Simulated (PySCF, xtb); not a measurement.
Al(H)(Cl)(OH) (AlClH₂O), SMILES [OH][AlH][Cl]. The values are those of a single conformer.

Harmonic wavenumbers (cm⁻¹) from GFN2-xTB (xtb) at its own minimum, in rising order: 165, 398, 455, 496, 538, 629, 904, 1971, 3770.

**Question.** What does B3LYP-D3(BJ)/def2-TZVP (PySCF) give at its own minimum? (Estimate from the structure and the level; the computed values follow.)

**Answer.** 200, 381, 491, 497, 608, 688, 876, 2025, 3901. Paired by order, the mean absolute difference is 48 cm⁻¹ and the zero-point energies are 13.3 and 13.8 kcal/mol.
